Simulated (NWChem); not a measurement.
Molecule: TiO, triplet; SMILES [O]=[Ti]

All runs: NWChem. Spin-unrestricted. No stability test was run on the SCF state. The level has its own optimisation; frequencies are unscaled.

Task: Predict the results for PBE0/def2-SVP. Quantities: r O–Ti (Å); highest harmonic frequency (cm⁻¹); zero-point energy (kcal/mol).

Result: 
```yaml
r O–Ti (Å): 1.588
highest harmonic frequency (cm⁻¹): 1128
zero-point energy (kcal/mol): 1.6
```
